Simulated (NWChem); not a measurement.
System: boron monoxide dimer (B₂O₂); SMILES O=BB=O

NWChem input:

```
start job
memory heap 200 mb stack 700 mb global 900 mb
geometry units angstroms noautosym nocenter noautoz
  O      0.000000     0.000000    -2.025435
  B      0.000000     0.000000    -0.826223
  B      0.000000     0.000000     0.826223
  O      0.000000     0.000000     2.025435
end
basis spherical
  * library sto-3g
end
dft
  xc hfexch
  iterations 150
end
property
  shielding 2 1 2
end
task dft property
```

NWChem printed, in part:

```
             Northwest Computational Chemistry Package (NWChem) 7.3.0
             --------------------------------------------------------

                             Geometry "geometry" -> ""
                             -------------------------

 Output coordinates in angstroms (scale by  1.889725989 to convert to a.u.)

  No.       Tag          Charge          X              Y              Z
 ---- ---------------- ---------- -------------- -------------- --------------
    1 O                    8.0000     0.00000000     0.00000000    -2.02543500
    2 B                    5.0000     0.00000000     0.00000000    -0.82622300
    3 B                    5.0000     0.00000000     0.00000000     0.82622300
    4 O                    8.0000     0.00000000     0.00000000     2.02543500

 Effective nuclear repulsion energy (a.u.)      66.5136065449

  xc_inp: hfexch multiplicative factor not found.
                              NWChem Property Module
                              ----------------------

  itol2e modified to match energy
  convergence criterion.

                                 NWChem DFT Module
                                 -----------------

 Summary of "ao basis" -> "ao basis" (spherical)
 ------------------------------------------------------------------------------
       Tag                 Description            Shells   Functions and Types
 ---------------- ------------------------------  ------  ---------------------
 O                           sto-3g                  3        5   2s1p
 B                           sto-3g                  3        5   2s1p

  itol2e modified to match energy
  convergence criterion.

            General Information
            -------------------
          SCF calculation type: DFT
          Wavefunction type:  closed shell.
          No. of atoms     :     4
          No. of electrons :    26
           Alpha electrons :    13
            Beta electrons :    13
          Charge           :     0
          Spin multiplicity:     1
          Use of symmetry is: off; symmetry adaption is: off
          Maximum number of iterations: 150
          AO basis - number of functions:    20
                     number of shells:    12
          Convergence on energy requested:  1.00D-07
          Convergence on density requested:  1.00D-05
          Convergence on gradient requested:  5.00D-04

              XC Information
              --------------
                     Hartree-Fock (Exact) Exchange  1.000

      Superposition of Atomic Density Guess
      -------------------------------------

 Sum of atomic energies:        -195.87113367

      Non-variational initial energy
      ------------------------------

 Total energy =    -196.346773
 1-e energy   =    -403.574111
 2-e energy   =     140.713732
 HOMO         =      -0.323259
 LUMO         =       0.209221

   convergence    iter        energy       DeltaE   RMS-Dens  Diis-err
 ---------------- ----- ----------------- --------- --------- ---------
 d= 0,ls=0.0,diis     1   -196.2389341053 -2.63D+02  9.43D-02  1.59D+00
 d= 0,ls=0.0,diis     2   -196.2521731723 -1.32D-02  4.63D-02  2.19D+00
 d= 0,ls=0.0,diis     3   -196.5249981396 -2.73D-01  6.85D-03  6.35D-03
 d= 0,ls=0.0,diis     4   -196.5267176827 -1.72D-03  1.92D-03  2.97D-04
 d= 0,ls=0.0,diis     5   -196.5268253220 -1.08D-04  4.35D-04  3.88D-05
  Resetting Diis
 d= 0,ls=0.0,diis     6   -196.5268318666 -6.54D-06  4.92D-05  8.27D-07
 d= 0,ls=0.0,diis     7   -196.5268319754 -1.09D-07  1.79D-06  5.66D-10
 d= 0,ls=0.0,diis     8   -196.5268319755 -1.24D-10  7.66D-07  4.62D-11

         Total DFT energy =     -196.526831975537
      One electron energy =     -403.192504315298
           Coulomb energy =      164.611906890909
    Exchange-Corr. energy =      -24.459841096049
 Nuclear repulsion energy =       66.513606544900

 Numeric. integr. density =        0.000000000000

                       DFT Final Molecular Orbital Analysis
                       ------------------------------------

 Vector   11  Occ=2.000000D+00  E=-4.586887D-01
              MO Center=  1.6D-16,  4.7D-15,  3.4D-13, r^2= 3.6D+00
   Bfn.  Coefficient  Atom+Function         Bfn.  Coefficient  Atom+Function
  ----- ------------  ---------------      ----- ------------  ---------------
     4      0.535191  1 O  py                19      0.535191  4 O  py
     9      0.325228  2 B  py                14      0.325228  3 B  py

 Vector   12  Occ=2.000000D+00  E=-4.243002D-01
              MO Center=  1.2D-16,  3.6D-17, -4.5D-13, r^2= 3.9D+00
   Bfn.  Coefficient  Atom+Function         Bfn.  Coefficient  Atom+Function
  ----- ------------  ---------------      ----- ------------  ---------------
     3      0.560795  1 O  px                18     -0.560795  4 O  px
     8      0.286908  2 B  px                13     -0.286908  3 B  px
     4      0.172981  1 O  py                19     -0.172981  4 O  py
     9      0.088499  2 B  py                14     -0.088499  3 B  py

 Vector   13  Occ=2.000000D+00  E=-4.243002D-01
              MO Center=  2.1D-18, -6.8D-18, -2.8D-13, r^2= 3.9D+00
   Bfn.  Coefficient  Atom+Function         Bfn.  Coefficient  Atom+Function
  ----- ------------  ---------------      ----- ------------  ---------------
     4      0.560795  1 O  py                19     -0.560795  4 O  py
     9      0.286908  2 B  py                14     -0.286908  3 B  py
     3     -0.172981  1 O  px                18      0.172981  4 O  px
     8     -0.088499  2 B  px                13      0.088499  3 B  px

 Vector   14  Occ=0.000000D+00  E= 2.463819D-01
              MO Center=  4.0D-17, -7.4D-18,  1.8D-14, r^2= 2.5D+00
   Bfn.  Coefficient  Atom+Function         Bfn.  Coefficient  Atom+Function
  ----- ------------  ---------------      ----- ------------  ---------------
     8      0.568345  2 B  px                13      0.568345  3 B  px
     3     -0.481922  1 O  px                18     -0.481922  4 O  px
     9     -0.105605  2 B  py                14     -0.105605  3 B  py
     4      0.089547  1 O  py                19      0.089547  4 O  py

 Vector   15  Occ=0.000000D+00  E= 2.463819D-01
              MO Center=  7.8D-18,  4.2D-17,  1.6D-14, r^2= 2.5D+00
   Bfn.  Coefficient  Atom+Function         Bfn.  Coefficient  Atom+Function
  ----- ------------  ---------------      ----- ------------  ---------------
     9      0.568345  2 B  py                14      0.568345  3 B  py
     4     -0.481922  1 O  py                19     -0.481922  4 O  py
     8      0.105605  2 B  px                13      0.105605  3 B  px
     3     -0.089547  1 O  px                18     -0.089547  4 O  px

 Vector   16  Occ=0.000000D+00  E= 4.559476D-01
              MO Center=  1.3D-15, -1.1D-15,  6.7D-15, r^2= 1.7D+00
   Bfn.  Coefficient  Atom+Function         Bfn.  Coefficient  Atom+Function
  ----- ------------  ---------------      ----- ------------  ---------------
     7      1.137293  2 B  s                 12     -1.137293  3 B  s
     5     -0.353802  1 O  pz                20     -0.353802  4 O  pz
     2     -0.310820  1 O  s                 17      0.310820  4 O  s
    10      0.281762  2 B  pz                15      0.281762  3 B  pz
     6     -0.215004  2 B  s                 11      0.215004  3 B  s

     Multipole analysis of the density
     ---------------------------------

[...]

          -----------------------------------------
          Chemical Shielding Tensors (GIAO, in ppm)
          -----------------------------------------

                                NWChem CPHF Module
                                ------------------

  scftype          =     RHF
  nclosed          =       13
  nopen            =        0
  variables        =       91
  # of vectors     =        3
  tolerance        = 0.10D-03
  level shift      = 0.00D+00
  max iterations   =       50
  max subspace     =       30

 SCF residual:    2.3606350591297563E-006

Iterative solution of linear equations
  No. of variables       91
  No. of equations        3
  Maximum subspace       30
        Iterations       50
       Convergence  1.0D-04

   iter   nsub   residual    time
   ----  ------  --------  ---------
     1      3    1.98D+00       0.5
     2      6    2.79D-01       0.5
     3      9    3.48D-02       0.5
     4     12    5.20D-03       0.5
     5     15    5.67D-04       0.6
     6     18    7.55D-05       0.6

      Atom:    1  O
        Diamagnetic
    375.4576     -0.0000     -0.0000
     -0.0000    375.4576     -0.0000
     -0.0000     -0.0000    404.9038

        Paramagnetic
   -418.3984     -0.0000     -0.0000
     -0.0000   -418.3984     -0.0000
     -0.0000     -0.0000      0.0000

        Total Shielding Tensor
    -42.9408     -0.0000     -0.0000
     -0.0000    -42.9408     -0.0000
     -0.0000     -0.0000    404.9038

           isotropic =     106.3407
          anisotropy =     447.8446

          Principal Components and Axis System
                 1           2           3
              404.9038    -42.9408    -42.9408

      1        -0.0000     -0.0000      1.0000
      2        -0.0000      1.0000     -0.0000
      3         1.0000     -0.0000     -0.0000

      Atom:    2  B
        Diamagnetic
    200.6106      0.0000     -0.0000
      0.0000    200.6106     -0.0000
     -0.0000     -0.0000    219.3338

        Paramagnetic
   -131.4479     -0.0000     -0.0000
     -0.0000   -131.4479     -0.0000
     -0.0000     -0.0000     -0.0000

        Total Shielding Tensor
     69.1627     -0.0000     -0.0000
     -0.0000     69.1627     -0.0000
     -0.0000     -0.0000    219.3338

           isotropic =     119.2197
          anisotropy =     150.1710

          Principal Components and Axis System
                 1           2           3
              219.3338     69.1627     69.1627

      1        -0.0000      1.0000     -0.0000
      2        -0.0000     -0.0000      1.0000
      3         1.0000     -0.0000     -0.0000
```

Level: Hartree-Fock/STO-3G, GIAO. STO-3G and 3-21G are far too small for this property and stand as cheap habits. Coordinates come from a PBE0/def2-SVP optimisation. The printed shielding anisotropy is the first printed principal value minus the mean of the other two.
